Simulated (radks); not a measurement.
Values are calculated unless marked as measured or tabulated.
Numerical settings for the rhodium ion Rh+, [Kr] 4d8. Code: a radial shooting solver on a logarithmic mesh with Libxc functionals. Model: scalar-relativistic Kohn-Sham, PBEsol, spin-polarised, spherical densities, finite nucleus; open shells are filled with parallel spins first (spin-orbit coupling, left out, can overturn this in heavy ions); Fermi nuclear charge, rms radius 4.4945 fm. The defaults (mesh step 0.008 in ln r, mesh end at 40 bohr or more with all orbitals vanishing there, Anderson mixing 0.5 over 9 steps, residual threshold near 1e-9 with the energy settled to 1e-9 hartree or 1e-11 of itself, here a cap of 94 iterations) give E = -4781.3918 hartree and 4d at -12.869 eV in 15 iterations. Run on one thread of a shared host, so times are rough (Arm Neoverse N1): 0.24 s of CPU time, 0.24 s wall, 15 iterations on 2259 mesh points. Changes against that run (0 stands for a change within the tolerance of the run):

setting                    iterations         converged  E (mhartree)  e(4d) (meV)  CPU (s)
mesh step in ln r 0.005            15               yes             0            0     0.37
mesh step in ln r 0.08              4                no      diverged            -     0.03
mesh step in ln r 0.2               4                no      diverged            -     0.03
mesh end (bohr) 3                  14               yes          +722    +9.41e+03      0.2
mesh end (bohr) 1                  13  level above zero     +1.72e+05     +4.7e+05     0.16
residual threshold 1e-05           10               yes             0       +0.316     0.18
residual threshold 1e-16           94                no             0            0     0.75
mixing 2.5                         20               yes             0            0      0.3
linear mixing, mixing 0.2          87               yes             0            0      1.1
linear mixing, mixing 0.5          30               yes             0            0      0.4
mixing history 3                   17               yes             0            0     0.26
iteration cap 2                     2                no          +508     -1.5e+04     0.04

Settled on a wrong energy, with an occupied level pushed above zero by the early mesh end: mesh end (bohr) 1 (+172 hartree). Apart from these: settings that end as converged yet miss the energy by more than 1 mhartree: mesh end (bohr) 3 (+0.722 hartree). A mesh that ends early acts as a hard wall.
